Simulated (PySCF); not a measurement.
## Levels of Yb(39+) from EOM-EA-GCCSD

Reference: closed-shell Yb(40+), [Ar] 3d10 4s2; one electron is added. Calculated with PySCF 2.14, two-component X2C-1e with screened spin-orbit coupling, an even-tempered Gaussian basis (19 s from 2 bohr⁻², ratio 2.6; 15 p from 2.6 bohr⁻², ratio 2.6; 10 d from 2.6 bohr⁻², ratio 2.6; 6 f from 2.7 bohr⁻², ratio 2.8); frozen [Ar]; the 94 highest virtual spinors dropped; of the others 68 kept and the rest restored at second order. No Breit or QED terms. Binding energies in eV.

```
level  Koopmans
4p1/2    1845.0
4p3/2    1771.3
```

Task: How does correlation move these levels?

Result: 4p1/2: second order 1846.7, EOM-CCSD 1846.4; 4p3/2: second order 1773.2, EOM-CCSD 1773.1.

For comparison, the ionisation energy of Yb(39+) is 1845 ± 4 eV (theoretical estimate listed by NIST; NIST Atomic Spectra Database, ionization energies).
